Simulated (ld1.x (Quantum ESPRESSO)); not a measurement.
## Zr, PAW: configuration errors across variants

```json
{
 "Element": "zirconium (Zr)",
 "Generator": "ld1.x (Quantum ESPRESSO) 7.5",
 "Type": "PAW",
 "Functional": "BLYP",
 "Relativity": "scalar-relativistic",
 "Frozen core": "[Kr]",
 "Valence charge": "4",
 "Reference configuration": "4d2 5s1 5p0 (charge +1)",
 "Partial waves": "5s (bound): rcut 3.05, rcutus 3.65 bohr; 5s channel at 4.5 Ry: rcut 3.05, rcutus 3.65 bohr; 5p (bound, empty): rcut 2.40, rcutus 3.20 bohr; 5p channel at 0.55 Ry: rcut 2.40, rcutus 3.20 bohr; 4d (bound): rcut 2.05, rcutus 2.15 bohr; 4d channel at 0.2 Ry: rcut 2.05, rcutus 2.15 bohr",
 "Local potential": "all-electron potential smoothed inside 1.85 bohr (lloc = -1)",
 "Core correction": "Bessel-smoothed model core inside 1.65 bohr",
 "Augmentation charge": "PSQ, inside the norm-conserving radii"
}
```

All-electron excitation energies from the reference (eV): (1) 4d2 5s2 5p0 -7.061; (2) 4d2 5s0 5p0 13.046; (3) 4d1 5s0 5p0 35.610; (4) 4d3 5s0 5p0 0.526; (5) 4d1 5s2 5p1 -4.067; (6) 4d2 5s1 5p1 -4.003; (7) 4d2.5 5s1.5 5p0 -6.527.

The overlap operator is not positive definite (basis up to 400 Ry) in “base”, “waves 4d (bound): rcut 1.74, rcutus 1.84 bohr; 4d channel at 0.2 Ry: rcut 1.74, rcutus 1.84 bohr”, “type ultrasoft”, “waves 5p (bound): rcut 2.40, rcutus 4.56 bohr; 5p channel at 0.55 Ry: rcut 2.40, rcutus 4.56 bohr”. Such files are unfit for use, however small their errors in these radial tests.

Tests that are not counted but printed errors over 1 eV. “waves 5p (bound): rcut 2.40, rcutus 4.56 bohr; 5p channel at 0.55 Ry: rcut 2.40, rcutus 4.56 bohr”: 4d1 5s2 5p1 (solver errors, printed error -2.4 eV).

4 further variants failed, have other tests or another functional or relativity, and are left out.

A true bound ghost makes a file unfit for plane-wave use even where its test errors are small: the radial tests pick states by their node count and pass the ghost by. Where a test does run into it, the solver fails or the error is huge.

Errors AE − PS in meV (a dash: test not solved or not reliable):

| change | (1) | (2) | (3) | (4) | (5) | (6) | (7) | bound ghosts |
| --- | --- | --- | --- | --- | --- | --- | --- | --- |
| base | +1.1 | -10 | -320 | -50 | -62 | +0.4 | -14 | p (s not tested, overlap not positive) |
| waves 4d (bound): rcut 1.74, rcutus 1.84 bohr; 4d channel at 0.2 Ry: rcut 1.74, rcutus 1.84 bohr | +1.0 | -10.0 | -320 | -49 | -61 | +0.5 | -14 | p (s not tested, overlap not positive) |
| type ultrasoft | -2.0 | -12 | -311 | -110 | -130 | -0.4 | -17 | p (s not tested, overlap not positive) |
| waves 5p (bound): rcut 2.40, rcutus 4.56 bohr; 5p channel at 0.55 Ry: rcut 2.40, rcutus 4.56 bohr | +1.1 | -10 | -320 | -50 | – | 0.0 | -14 | p (s not tested, overlap not positive) |

Give the same row for: local potential all-electron potential smoothed inside 3.60 bohr (lloc = -2).

+16, -10, -322, -50, -59, +3.5, +7.1; bound ghosts: none.
